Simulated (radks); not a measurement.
Isoelectronic series with 19 electrons, each ion in its NIST ground configuration. Method: scalar-relativistic Kohn-Sham, PBE, spin-polarised, spherical densities, finite nucleus; open shells are filled with parallel spins first (spin-orbit coupling, left out, can overturn this in heavy ions); Fermi nuclear charge, rms radius of each element as measured or else 0.836 A^(1/3) + 0.57 fm; computed with a radial shooting solver on a logarithmic mesh with Libxc functionals. Total energies (hartree) and orbital eigenvalues (hartree) (* marks an orbital that is empty in some or all of the ions):

ion    configuration  E (hartree)     4s up*    3p down      3p up
K           [Ar] 4s1   -602.09154   -0.09344   -0.68716   -0.69030
Sc2+        [Ar] 3d1   -763.34043   -0.59352   -1.78046   -1.81403
V4+         [Ar] 3d1   -945.45692   -1.44524   -3.51755   -3.56428
Mn6+        [Ar] 3d1  -1148.27414   -2.58145   -5.74717   -5.80391
Co8+        [Ar] 3d1  -1371.86615   -3.98843   -8.44622   -8.51191
Cu10+       [Ar] 3d1  -1616.34260   -5.66105  -11.60762  -11.68172
Ga12+       [Ar] 3d1  -1881.83533   -7.59733  -15.22859  -15.31083
As14+       [Ar] 3d1  -2168.49445   -9.79679  -19.30829  -19.39851
Br16+       [Ar] 3d1  -2476.48666  -12.25984  -23.84693  -23.94502
Rb18+       [Ar] 3d1  -2805.99451  -14.98745  -28.84538  -28.95127
Nb22+       [Ar] 3d1  -3530.36544  -21.24230  -40.22746  -40.34887
